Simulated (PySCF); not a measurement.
Stationary points of CBr₂⁺

Method: PBE0 in PySCF with C def2-TZVP, Br def2-TZVP; no relativity; density-fitted integrals.

Relaxations began from a few typed shapes; open shells are unrestricted. The search is not exhaustive: other isomers or separated fragments can lie lower, and high-lying points may rest on an excited occupation.

Which is the lowest minimum found?
A. doublet D∞h: C–Br 1.708 Å (×2); Br–C–Br 180.0°
B. doublet C2v: C–Br 1.741 Å (×2); Br–C–Br 137.2°

B. The others lie at 45.0 (doublet D∞h, a saddle point) kJ/mol above it.

The electron or spin density has lower symmetry than the nuclear frame for the doublet D∞h at 45.0 kJ/mol.
